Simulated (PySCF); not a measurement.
PySCF input for Si(H)(F) cation (FHSi), SMILES F[SiH] (connectivity only; charge and spin as stated), charge +1, multiplicity 2, TDA-PBE/def2-TZVPD. Geometry: TPSSh-D3(BJ)/def2-TZVPD. The multiplicity is an assumed one; other spin states were not compared. The isomer is the one that the SMILES or the coordinates give; other isomers of the formula were not compared.

```python
import numpy as np
from pyscf import gto, scf, dft, tdscf

mol = gto.M(
    atom='''
    Si    0.12620770    0.54332216    0.00000000
    H    -1.17241521    1.32185315    0.00000000
    F    -0.06605473   -0.99204037    0.00000000
    ''',
    basis='def2-TZVPD',
    charge=1,
    spin=1,
    max_memory=1600,
    verbose=4,
)
mf = dft.UKS(mol, xc='pbe').density_fit(auxbasis='def2-universal-jkfit')
mf.grids.level = 3
mf.conv_tol = 1e-9
mf.max_cycle = 100
mf.kernel()
fine, coarse = mf.grids, dft.Grids(mol).set(level=1).build(with_non0tab=True)
for _ in range(3):  # follow internal instabilities
    mf.grids = coarse
    mo, _, stable, _ = mf.stability(return_status=True, nroots=4)
    mf.grids = fine
    if stable:
        break
    mf.kernel(mf.make_rdm1(mo, mf.mo_occ))
mf.grids = dft.Grids(mol).set(level=1).build(with_non0tab=True)  # coarser grid for the response kernel
td = tdscf.TDA(mf)
td.nstates = 10
td.conv_tol = 1e-4
td.positive_eig_threshold = 1e-6
td.kernel(x0=td.get_init_guess(mf, 15))
td.analyze()
```

It prints:

```
PySCF version 2.14.0

[INPUT] verbose = 4
[INPUT] num. atoms = 3
[INPUT] num. electrons = 23
[INPUT] charge = 1
[INPUT] spin (= nelec alpha-beta = 2S) = 1
[INPUT] symmetry False subgroup None
[INPUT] Mole.unit = angstrom
[INPUT] Symbol           X                Y                Z      unit          X                Y                Z       unit  Magmom
[INPUT]  1 Si     0.126207700000   0.543322160000   0.000000000000 AA    0.238497987811   1.026730079807   0.000000000000 Bohr   0.0
[INPUT]  2 H     -1.172415210000   1.321853150000   0.000000000000 AA   -2.215543651174   2.497940430394   0.000000000000 Bohr   0.0
[INPUT]  3 F     -0.066054730000  -0.992040370000   0.000000000000 AA   -0.124825348932  -1.874684603812   0.000000000000 Bohr   0.0

nuclear repulsion = 49.8404325653188
number of shells = 34
number of NR pGTOs = 135
number of NR cGTOs = 92
basis = def2-TZVPD
ecp = {}


[settings echo left out]
init E= -389.789455267689
  alpha nocc = 12  HOMO = -0.216188759710974  LUMO = -0.123569835149915
  beta  nocc = 11  HOMO = -0.413605508679005  LUMO = -0.216188759710974

WARN: HOMO -0.216188759710974 >= LUMO -0.216188759710974

cycle= 1 E= -389.320562675876  delta_E= 0.469  |g|= 0.433  |ddm|= 1.01
  alpha nocc = 12  HOMO = -0.510759138485923  LUMO = -0.410730265686652
  beta  nocc = 11  HOMO = -0.564833334700562  LUMO = -0.478857009308911
  HOMO = -0.510759138486  LUMO = -0.478857009309  gap/eV = 0.86810
cycle= 2 E= -388.409534619699  delta_E= 0.911  |g|= 1.65  |ddm|= 1.17
  alpha nocc = 12  HOMO = -0.540849734660981  LUMO = -0.406747519148993
  beta  nocc = 11  HOMO = -0.680248806923224  LUMO = -0.481921719460061
  HOMO = -0.540849734661  LUMO = -0.48192171946  gap/eV = 1.60351
cycle= 3 E= -389.39488055194  delta_E= -0.985  |g|= 0.09  |ddm|= 0.802
  alpha nocc = 12  HOMO = -0.524381012917267  LUMO = -0.384503119197085
  beta  nocc = 11  HOMO = -0.654310309045345  LUMO = -0.458746060937216
  HOMO = -0.524381012917  LUMO = -0.458746060937  gap/eV = 1.78602
cycle= 4 E= -389.397808670927  delta_E= -0.00293  |g|= 0.0487  |ddm|= 0.162
  alpha nocc = 12  HOMO = -0.52721931692043  LUMO = -0.386666636854855
  beta  nocc = 11  HOMO = -0.656207241352254  LUMO = -0.458703642970917
  HOMO = -0.52721931692  LUMO = -0.458703642971  gap/eV = 1.86441
cycle= 5 E= -389.398759330318  delta_E= -0.000951  |g|= 0.00984  |ddm|= 0.0511
  alpha nocc = 12  HOMO = -0.526987000289772  LUMO = -0.386893870849477
  beta  nocc = 11  HOMO = -0.657570447391651  LUMO = -0.4578214484605
  HOMO = -0.52698700029  LUMO = -0.45782144846  gap/eV = 1.88209
cycle= 6 E= -389.398805576554  delta_E= -4.62e-05  |g|= 0.00222  |ddm|= 0.0101
  alpha nocc = 12  HOMO = -0.52688249635959  LUMO = -0.386709226539459
  beta  nocc = 11  HOMO = -0.657356635492002  LUMO = -0.457334914931728
  HOMO = -0.52688249636  LUMO = -0.457334914932  gap/eV = 1.89249
cycle= 7 E= -389.398809350606  delta_E= -3.77e-06  |g|= 0.000772  |ddm|= 0.0035
  alpha nocc = 12  HOMO = -0.526881296954663  LUMO = -0.386707248166012
  beta  nocc = 11  HOMO = -0.657257979561159  LUMO = -0.457245223872924
  HOMO = -0.526881296955  LUMO = -0.457245223873  gap/eV = 1.89489
cycle= 8 E= -389.398809646905  delta_E= -2.96e-07  |g|= 7.54e-05  |ddm|= 0.000608
  alpha nocc = 12  HOMO = -0.526905421652273  LUMO = -0.386741149990229
  beta  nocc = 11  HOMO = -0.657273392594155  LUMO = -0.457263478812948
  HOMO = -0.526905421652  LUMO = -0.457263478813  gap/eV = 1.89505
cycle= 9 E= -389.398809651587  delta_E= -4.68e-09  |g|= 1.7e-05  |ddm|= 0.000158
  alpha nocc = 12  HOMO = -0.526905766680962  LUMO = -0.386742417685078
  beta  nocc = 11  HOMO = -0.657273376554785  LUMO = -0.457263717024887
  HOMO = -0.526905766681  LUMO = -0.457263717025  gap/eV = 1.89506
cycle= 10 E= -389.398809651866  delta_E= -2.79e-10  |g|= 3.4e-06  |ddm|= 3.42e-05
  alpha nocc = 12  HOMO = -0.526905091510194  LUMO = -0.386742527422307
  beta  nocc = 11  HOMO = -0.657273658910032  LUMO = -0.457263677636199
  HOMO = -0.52690509151  LUMO = -0.457263677636  gap/eV = 1.89504
Extra cycle  E= -389.398809651876  delta_E= -1.02e-11  |g|= 2.48e-06  |ddm|= 8.67e-06
converged SCF energy = -389.398809651876  <S^2> = 0.75374389  2S+1 = 2.0037404
tot grids = 14184
uhf_internal: lowest eigs of H = [0.22133984 0.38155483 0.42695743 0.44104134]
<class 'pyscf.df.df_jk.DFUKS'> wavefunction is stable in the internal stability analysis
tot grids = 14184
Overwritten attributes  positive_eig_threshold  of <class 'pyscf.tdscf.uks.TDA'>


******** <class 'pyscf.tdscf.uks.TDA'> for <class 'pyscf.df.df_jk.DFUKS'> ********
nstates = 10
deg_eia_thresh = 1.000e-03
wfnsym = None
conv_tol = 0.0001
eigh lindep = 1e-12
eigh level_shift = 0
eigh max_cycle = 100


Excitation energies (eV)
[3.16639262 5.53844856 6.0426441  6.27918287 6.31686351 6.68477221
 7.20618019 7.41437332 7.73670864 8.05719134]

** Excitation energies and oscillator strengths **
Excited State   1:      3.16639 eV    391.56 nm  f=0.0156
      12a ->   13a     -0.99140
Excited State   2:      5.53845 eV    223.86 nm  f=0.0236
      12a ->   15a      0.22337
      11b ->   12b     -0.95654
Excited State   3:      6.04264 eV    205.18 nm  f=0.0022
      11a ->   13a      0.11482
      10b ->   12b     -0.98947
Excited State   4:      6.27918 eV    197.45 nm  f=0.0103
      12a ->   14a      0.93327
       9b ->   12b     -0.32562
Excited State   5:      6.31686 eV    196.27 nm  f=0.0158
      10a ->   13a      0.26070
      12a ->   14a     -0.31187
      12a ->   15a     -0.21182
       9b ->   12b     -0.87750
Excited State   6:      6.68477 eV    185.47 nm  f=0.0000
       9a ->   13a     -0.22411
      11a ->   13a      0.69494
       9b ->   13b      0.15225
      10b ->   12b      0.10135
      11b ->   13b     -0.64370
Excited State   7:      7.20618 eV    172.05 nm  f=0.0034
      10a ->   13a      0.78040
       8b ->   12b     -0.11345
       9b ->   12b      0.13511
      10b ->   13b     -0.57970
Excited State   8:      7.41437 eV    167.22 nm  f=0.0126
       8a ->   13a      0.10810
       9a ->   13a     -0.60479
      11a ->   13a     -0.63478
       9b ->   13b      0.16050
      11b ->   13b     -0.42364
Excited State   9:      7.73671 eV    160.25 nm  f=0.0137
       9a ->   13a     -0.49116
      11a ->   13a      0.23213
       9b ->   13b      0.61211
      11b ->   13b      0.55883
Excited State  10:      8.05719 eV    153.88 nm  f=0.0767
      10a ->   13a      0.13111
      12a ->   15a      0.69894
       8b ->   12b     -0.57486
      10b ->   13b      0.34191
      11b ->   12b      0.16079

** Transition electric dipole moments (AU) **
state          X           Y           Z        Dip. S.      Osc.
  1         0.0000     -0.0000     -0.4480      0.2007      0.0156
  2        -0.4166     -0.0111      0.0000      0.1737      0.0236
  3        -0.0000     -0.0000     -0.1220      0.0149      0.0022
  4         0.0216      0.2579     -0.0000      0.0670      0.0103
  5         0.1093     -0.3001      0.0000      0.1020      0.0158
  6        -0.0000     -0.0000      0.0028      0.0000      0.0000
  7        -0.0002      0.1393     -0.0000      0.0194      0.0034
  8        -0.0000     -0.0000     -0.2634      0.0694      0.0126
  9        -0.0000      0.0000      0.2686      0.0722      0.0137
 10         0.5723     -0.2475      0.0000      0.3888      0.0767

** Transition velocity dipole moments (imaginary part, AU) **
state          X           Y           Z        Dip. S.      Osc.
  1         0.0000     -0.0000      0.0161      0.0003      0.0015
  2        -0.0217      0.0112     -0.0000      0.0006      0.0020
  3        -0.0000     -0.0000     -0.0096      0.0001      0.0003
  4         0.0103      0.0577     -0.0000      0.0034      0.0099
  5        -0.0037     -0.0256      0.0000      0.0007      0.0019
  6        -0.0000      0.0000      0.0080      0.0001      0.0002
  7        -0.0026      0.0040     -0.0000      0.0000      0.0001
  8         0.0000      0.0000     -0.0279      0.0008      0.0019
  9        -0.0000      0.0000      0.0338      0.0011      0.0027
 10         0.1277     -0.0606      0.0000      0.0200      0.0450

** Transition magnetic dipole moments (imaginary part, AU) **
state          X           Y           Z
  1         0.0510     -0.9005      0.0000
  2        -0.0000     -0.0000     -0.4313
  3        -0.0911     -0.0804      0.0000
  4        -0.0000     -0.0000     -0.7995
  5         0.0000      0.0000      0.5204
  6        -0.0393      0.0079      0.0000
  7         0.0000      0.0000     -0.1142
  8         0.3424     -0.0022      0.0000
  9        -0.4948     -0.0667     -0.0000
 10        -0.0000     -0.0000      0.7584
```

Self-consistency was reached.
